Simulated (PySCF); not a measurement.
Level of theory: PBE0-D3(BJ)/def2-TZVP in PySCF. All species are isolated molecules in the gas phase. 

Reference species (SMILES): `[CH3][GeH2]` (neutral, multiplicity 2).

- dipole moment = 0.83 D

Changed species: `[CH2][GeH3]` (H atom removed from C1; the reference has H atom removed from Ge2).

### Question
Predict the effect on the dipole moment.

### Answer
the dipole moment falls by 0.31 D, to 0.52 D.
